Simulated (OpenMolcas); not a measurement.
# C2H5BN (SMILES B[N]C=C): the dipole moment, rung by rung

C2H5BN: 9 atoms, total charge 0, spin state doublet. SMILES: `B[N]C=C`. Geometry: relaxed at PBE0-D4/def2-TZVP.

| atom | x (Å) | y (Å) | z (Å) |
| --- | --- | --- | --- |
| B | -0.8646 | 1.6748 | -0.1104 |
| N | -0.4864 | 0.3877 | -0.1062 |
| C | -0.1262 | -0.8444 | -0.1021 |
| C | 1.1610 | -1.2706 | 0.2123 |
| H | -1.3009 | 2.1640 | 0.8968 |
| H | -0.7589 | 2.3169 | -1.1207 |
| H | -0.8714 | -1.6018 | -0.3596 |
| H | 1.4106 | -2.3233 | 0.2004 |
| H | 1.9254 | -0.5495 | 0.4723 |

Each level gives the dipole moment (D). The values are calculated.

```tsv
level	kind	program	value (D)
UHF/def2-SVPD	Hartree–Fock	OpenMolcas	2.26
USVWN5/def2-SVPD	LDA	OpenMolcas	2.03
U-revPBE/def2-SVPD	GGA	OpenMolcas	2.21
UPBE/def2-SVPD	GGA	OpenMolcas	2.17
U-r2SCAN/def2-SVPD	meta-GGA	OpenMolcas	2.25
UM06-L/def2-SVPD	meta-GGA	OpenMolcas	2.13
UB3LYP/def2-SVPD	global hybrid	OpenMolcas	2.31
UBHLYP/def2-SVPD	global hybrid	OpenMolcas	2.39
```

The values span 2.03 to 2.39 D. Spin contamination of the reference (⟨S²⟩ at least 0.1 too high) touches UHF/def2-SVPD. Magnitudes only.
